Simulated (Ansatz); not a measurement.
Several settings on one geometry of SnBi₂ (that of the charge 0 singlet, PBE0-D4/def2-SVP). Ansatz on 4 threads of Arm Neoverse V2 on a shared host; times are rough.

```xyz
3

Bi    1.221    0.110   -1.099
Bi   -0.216    1.232    1.071
Sn   -1.005   -1.341    0.028
```

Totals from different functionals, basis sets or treatments of relativity can't be compared as stabilities.

In the def2 sets Bi, Sn take a core potential; there is no spin–orbit coupling. B3LYP takes the VWN-RPA correlation.

Task: Give the basis size and estimate the energy, ⟨S²⟩, dipole and time of these runs.

| run | method | charge | state | further keys |
| --- | --- | --- | --- | --- |
| 1 | RKS B3LYP/def2-TZVP | 0 | singlet | – |
| 2 | RKS B97M-V/def2-TZVP | 0 | singlet | scf: {omitted_lower_state_checks: [starts]}; forces asked |
| 3 | RKS PBE0-D3(BJ)/def2-TZVPP | 0 | singlet | scf: {lower_state_search: light}; forces asked |
| 4 | RKS B97M-V/def2-mTZVP | 0 | singlet | – |

Result: 
```csv
run,functions,energy (Eh),⟨S²⟩,dipole (D),wall time
1,150,-643.8913,–,–,1.7 s
2,150,-643.6452,–,0.10,6.5 s
3,150,-643.6891,–,0.11,2.3 s
4,108,-643.6378,–,–,4.5 s
```
